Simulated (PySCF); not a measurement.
PySCF 2.14 output of an unrestricted PBE0 calculation on a single atom or ion in x2c-TZVPPall (8s6p4d2f, 60 functions), with the spin-free X2C one-electron Hamiltonian (Gaussian nucleus):

```
SCF conv_tol = 1e-09
number electrons alpha = 27  beta = 23
    C. Adamo and V. Barone.,  J. Chem. Phys. 110, 6158 (1999)
    M. Ernzerhof and G. E. Scuseria.,  J. Chem. Phys. 110, 5029 (1999)
cycle= 1 E= -6175.94558734705  delta_E= -0.00746  |g|= 0.0252  |ddm|= 0.229
cycle= 2 E= -6175.94563249711  delta_E= -4.52e-05  |g|= 0.00993  |ddm|= 0.0303
cycle= 3 E= -6175.94564606293  delta_E= -1.36e-05  |g|= 0.0035  |ddm|= 0.0084
cycle= 4 E= -6175.94564848113  delta_E= -2.42e-06  |g|= 6.62e-05  |ddm|= 0.00317
cycle= 5 E= -6175.94564848367  delta_E= -2.53e-09  |g|= 5.13e-06  |ddm|= 0.000201
cycle= 6 E= -6175.94564848368  delta_E= -6.37e-12  |g|= 5.74e-07  |ddm|= 1.02e-05
converged SCF energy = -6175.94564848368  <S^2> = 6.0021442  2S+1 = 5.0008576
```

The run itself started from symmetry-adapted Hartree-Fock orbitals and held the occupation by maximum overlap, on a logarithmic radial grid, so the iterations belong to that start.

Problem. Which element, charge and spin multiplicity is this?

Solution. Sn (tin, neutral), multiplicity 5; the state was [Kr] 4d10 5s1 5p3, high-spin 5S determinant (an excited configuration).
